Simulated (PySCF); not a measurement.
# What a mistake does to a calculation on BGeH3NO cation

All numbers below are calculated, not measured. They come from PySCF 2.14.0, an open-source quantum chemistry program, on an isolated molecule that a program drew, which may never have been made. The molecule is BGeH3NO cation (charge +1, singlet), drawn as the SMILES string `O=B[NH][GeH2+]`.

Each row is a Hartree-Fock (HF) and frozen-core CCSD(T) single point in the cc-pVDZ basis, meant for a local HF minimum. Run 1 is clean. Each other run has one planted mistake out of seven kinds, and not every kind appears here: one electron removed, one electron added, multiplicity raised by two, geometry at a saddle point, minimal basis STO-3G, one bond length entered in bohr, all coordinates scaled. The reference is restricted for singlets and unrestricted otherwise, and also for a bond in bohr. Adding or removing an electron swaps singlet and doublet. Electrons count all cores. HOMO and LUMO are orbital energies over both spins, the gradient is its largest component, and the lowest frequency (negative if imaginary) is given only where the gradient is small. Bond lengths are over the 6 bonds as drawn. T1 is the CCSD diagnostic: over 0.02 (restricted) or 0.045 (unrestricted) a single reference is doubtful. Germanium has the cc-pVDZ-PP basis, with a core potential (ECP10MDF) in place of its 10 inner electrons, and its 3s, 3p and 3d shells are frozen in CCSD(T).

Geometry of the clean run:
```xyz
7
BGeH3NO cation, angstrom
O    -2.3769   -0.8524   -2.2125
B    -1.3635   -0.3581   -1.8624
N    -0.1838    0.3216   -1.4462
Ge   -0.0205    2.0587   -1.2587
H     0.6147   -0.2640   -1.2472
H    -1.2392    2.8835   -1.5680
H     1.3235    2.5583   -0.8060
```

| run | electrons | basis functions | <S^2> | HOMO (eV) | LUMO (eV) | gradient (hartree/bohr) | lowest frequency (cm^-1) | mean bond (Å) | longest bond (Å) | T1 | HF (hartree) | CCSD(T) (hartree) | mistake |
|---|---|---|---|---|---|---|---|---|---|---|---|---|---|
| 1 | 54 | 80 | 0.000 | -17.49 | -5.74 | 3.5e-05 | 134 | 1.3961 | 1.755 | 0.0224 | -448.92219 | -449.46442 | no fault |
| 2 | 53 | 80 | 0.764 | -25.22 | -13.16 | 2.0e-01 | - | 1.3961 | 1.755 | 0.0416 | -448.37367 | -448.85785 | one electron removed |
| 3 | 54 | 80 | 0.000 | -17.06 | -5.87 | 8.5e-02 | - | 1.4631 | 1.839 | 0.0262 | -448.90377 | -449.46049 | all coordinates scaled |
| 4 | 54 | 80 | 2.180 | -12.95 | -8.12 | 1.4e-01 | - | 1.3961 | 1.755 | 0.0313 | -448.78876 | -449.30703 | multiplicity raised by two |
| 5 | 54 | 80 | 1.388 | -14.74 | -5.68 | 7.3e-03 | - | 1.5711 | 2.231 | 0.0494 | -448.67404 | -449.16307 | ? |

**Which mistake was planted in run 5, and what did it cost?**

The mean bond changes by a factor of 1.125 and the longest by 1.271, so the molecule wasn't scaled as a whole. A length L in bohr read as angstrom grows by (1/0.5292 - 1) L = 0.890 L. The 6 bonds together grew by 6 x 0.1750 = 1.050 Å, which gives L = 1.180 Å. That is bond O1-B2, 1.181 Å in the clean geometry. So the mistake is: one bond length entered in bohr. Subtracting run 1 and multiplying by 627.51 kcal/mol a hartree, the energy moved by 155.7 kcal/mol in HF and 189.1 kcal/mol in CCSD(T).

Cautions from the logs. Run 1: T1 is over the limit, so its CCSD(T) energy is less reliable; run 3: T1 is over the limit, so its CCSD(T) energy is less reliable; run 5: T1 is over the limit, so its CCSD(T) energy is less reliable.
